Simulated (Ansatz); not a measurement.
Basis-set extrapolation for C2H5ClSi, SMILES `C=C[SiH2]Cl` (PBE0-D4/def2-TZVP geometry, frozen core, Ansatz 0.2.0). Multiplicity 1, RHF reference.

```tsv
	def2-TZVPP	def2-QZVPP
HF	-827.167686	-827.193155
MP2 correlation	-0.634244	-0.684181
CCSD(T) correlation	-0.713922	not run
```

Energies in hartree. Use E(X) = E(∞) + A·exp(−7.88·√X) for Hartree–Fock and E(X) = E(∞) + B·X^(−2.97) for correlation, with X = 3 and 4, and add CCSD(T) minus MP2 of the smaller set to the MP2 limit.

What is the CCSD(T) energy at the basis-set limit?

HF limit: -827.193155 + (-0.025469) × 0.13774 = -827.19666. MP2 limit: -0.684181 + (-0.049937) × 0.74074 = -0.72117. Higher-order term: -0.713922 − (-0.634244) = -0.07968. Total: -827.99751 hartree, 304.3 kJ/mol below CCSD(T)/def2-TZVPP.
